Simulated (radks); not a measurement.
Values are calculated unless marked as measured or tabulated.
La I, configuration [Xe] 6s2 6d1 (not the ground configuration). Code: a radial shooting solver on a logarithmic mesh with Libxc functionals. Model: scalar-relativistic Kohn-Sham, Wu-Cohen GGA, spin-polarised, spherical densities, point nucleus; open shells are filled with parallel spins first (spin-orbit coupling, left out, can overturn this in heavy ions).

Normalised radial functions P(r) = r R(r), r in bohr:

r,5s up,5p down,6s down
0.002029,0.0597,0.0022,0.0223
0.002839,0.0770,0.0040,0.0287
0.003973,0.0971,0.0072,0.0362
0.005515,0.1180,0.0126,0.0440
0.007718,0.1373,0.0222,0.0512
0.0108,0.1479,0.0381,0.0552
0.01511,0.1392,0.0635,0.0519
0.02098,0.0994,0.0995,0.0370
0.02936,0.0164,0.1464,0.0061
0.04108,-0.1022,0.1917,-0.0382
0.05703,-0.2104,0.2064,-0.0785
0.0798,-0.2281,0.1475,-0.0850
0.1117,-0.0714,-0.0141,-0.0262
0.1563,0.2092,-0.2220,0.0785
0.2169,0.3493,-0.2983,0.1297
0.3035,0.0891,-0.0785,0.0301
0.4248,-0.3964,0.3201,-0.1500
0.5897,-0.4626,0.4392,-0.1619
0.8251,0.1544,0.0062,0.0845
1.155,0.8338,-0.6273,0.2981
1.616,0.9015,-0.8751,0.1497
2.243,0.5016,-0.6324,-0.2637
3.139,0.1448,-0.2601,-0.5679
4.392,0.0200,-0.0588,-0.5225
6.097,0.0011,-0.0063,-0.2588
8.532,0.0000,-0.0002,-0.0718
11.94,0.0000,0.0000,-0.0087
16.71,0.0000,0.0000,-0.0003
23.19,0.0000,0.0000,0.0000
32.45,0.0000,0.0000,0.0000

5s up: eigenvalue -44.005 eV, 4 radial nodes at r = 0.0309, 0.122, 0.323, 0.773 bohr, <r> = 1.55 bohr, 90 % of the charge inside 2.22 bohr. 5p down: eigenvalue -27.245 eV, 3 radial nodes at r = 0.109, 0.325, 0.828 bohr, <r> = 1.78 bohr, 90 % of the charge inside 2.59 bohr. 6s down: eigenvalue -6.405 eV, 5 radial nodes at r = 0.0309, 0.122, 0.321, 0.751, 1.84 bohr, <r> = 3.95 bohr, 90 % of the charge inside 5.67 bohr.
